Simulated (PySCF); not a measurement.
Gas-phase XPS of `CN(C)BC[SiH3]`, computed

Compound: C₃H₁₂BNSi.
Z-matrix (Å and degrees, PBE0-D3(BJ)/def2-SVP geometry), rows numbered from 1:
```
C 
N   1  1.4441
C   2  1.4426  1  112.95
B   2  1.4011  1  122.20  3  -179.66
C   4  1.5733  2  124.46  1   178.15
Si  5  1.8838  4  109.95  2   -88.02
H   1  1.1053  2  111.25  3   -60.50
H   1  1.0967  2  109.98  3   179.20
H   1  1.1052  2  111.20  3    58.96
H   3  1.1047  2  111.10  1   -60.40
H   3  1.1051  2  111.12  1    59.02
H   3  1.0962  2  111.05  1   179.46
H   4  1.2141  2  116.13  1     1.01
H   5  1.1022  4  110.22  2   154.84
H   5  1.1028  4  114.47  2    33.14
H   6  1.4975  5  110.56  4    64.15
H   6  1.4976  5  111.48  4  -176.01
H   6  1.4958  5  110.89  4   -55.54
```

Computed, not measured: delta-SCF UKS SCAN, pcX-2 on the ionised atom, pcseg-1 elsewhere, spin-free X2C (PySCF). These are vertical core ionisation energies against the vacuum level, from separate self-consistent calculations with and without the core hole.

List the computed XPS lines with their assignment.

```
atom(s)                  environment     level  binding energy (eV)  2p1/2 (eV)  above the level's lowest (eV)  count
    Si6                 SiH3 silicon     Si 1s              1846.13           –                           0.00      1
     N2         boron-bound nitrogen      N 1s               404.82           –                           0.00      1
  C1/C3              N-methyl carbon      C 1s               291.54           –                          +2.06      2
     C5  sp3 carbon bound to silicon      C 1s               289.48           –                           0.00      1
     B4       three-coordinate boron      B 1s               194.81           –                           0.00      1
    Si6                 SiH3 silicon  Si 2p3/2               106.35      106.98                           0.00      1
```

Lowest listed C 1s: C5, bonded to 2 H, B and Si. Highest, 2.06 eV above it: C1/C3, bonded to N and 3 H. Summing the Pauling electronegativity differences to the bonded atoms, each weighted by its formal bond order, gives -1.86 for the lowest site and -0.56 for the highest.

Which effective nuclear charge Zeff reproduces each element's mean 1s value in the hydrogen-like formula E = 13.606 eV × Zeff²?

B (Z = 5): mean 194.8 eV, Zeff = 3.78, Z − Zeff = 1.22; C (Z = 6): mean 290.9 eV, Zeff = 4.62, Z − Zeff = 1.38; N (Z = 7): mean 404.8 eV, Zeff = 5.45, Z − Zeff = 1.55; Si (Z = 14): mean 1846.1 eV, Zeff = 11.65, Z − Zeff = 2.35. Means run over the listed sites, weighted by atom count.

Which photon energy gives electrons from C 1s of C1/C3 a kinetic energy of 50 eV, and what is their de Broglie wavelength?

hν = 291.54 + 50 = 341.54 eV, recoil neglected; λ = 12.264 Å/√(E/eV) = 1.73 Å.

Topologically equivalent atoms share the value of their first member; where this conformer doesn't relate them by symmetry, their own values could differ. The unrestricted hole states depart most from a pure doublet (⟨S²⟩ = 0.75; over 0.85 named) for B 1s of B4 (0.87), which makes this value less certain. Spin–orbit and ligand-field terms were added within each 2p shell after the spin-free SCF. 2p1/2 minus 2p3/2 (ligand field included): Si 0.62 eV. Isolated species at its PBE0-D3(BJ)/def2-SVP geometry (one conformer only).
